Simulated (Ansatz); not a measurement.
`[SiH3][O][Al]([Cl])[GaH2]` and `[SiH3][O][Al]([SH])[Cl]` differ in one atom or group.

Ansatz, PBE0-D4/def2-TZVP geometries, multiplicity 1. Each molecule was computed in one conformer, which needn't be the lowest.

Scalar relativity is left out up to krypton.

```json
{"property": "HOMO–LUMO gap (PBE0/def2-TZVPP) / eV", "`[SiH3][O][Al]([Cl])[GaH2]`": "5.20"}
{"property": "LUMO energy (B3LYP/def2-TZVPP) / eV", "`[SiH3][O][Al]([Cl])[GaH2]`": "-2.64"}
{"property": "HOMO energy (B3LYP/def2-TZVPP) / eV", "`[SiH3][O][Al]([Cl])[GaH2]`": "-7.41"}
{"property": "HOMO–LUMO gap (PBE/def2-TZVPP) / eV", "`[SiH3][O][Al]([Cl])[GaH2]`": "3.35"}
{"property": "HOMO energy (PBE0/def2-TZVPP) / eV", "`[SiH3][O][Al]([Cl])[GaH2]`": "-7.61"}
{"property": "size of the dipole moment (ωB97M-V/def2-TZVPP) / D", "`[SiH3][O][Al]([Cl])[GaH2]`": "1.17"}
```

Task: Give the same properties after the change, and the shifts. (Best estimate.)

Result: Computed: 
```
                                          property  `[SiH3][O][Al]([SH])[Cl]`  shift
              HOMO–LUMO gap (PBE0/def2-TZVPP) / eV                       7.15   1.95
               LUMO energy (B3LYP/def2-TZVPP) / eV                      -1.16   1.48
               HOMO energy (B3LYP/def2-TZVPP) / eV                      -7.79  -0.38
               HOMO–LUMO gap (PBE/def2-TZVPP) / eV                       5.08   1.73
                HOMO energy (PBE0/def2-TZVPP) / eV                      -8.07  -0.46
size of the dipole moment (ωB97M-V/def2-TZVPP) / D                       1.40   0.23
```

With PBE0 the HOMO falls by 0.46 eV and the LUMO rises by 1.50 eV, so the gap widens by about 1.96 eV. PBE moves the HOMO by -0.28 eV and ωB97M-V by -0.66 eV. Dipoles are sizes alone; their direction can turn.

B3LYP here is the variant with VWN-RPA as its local correlation; programs differ in this.
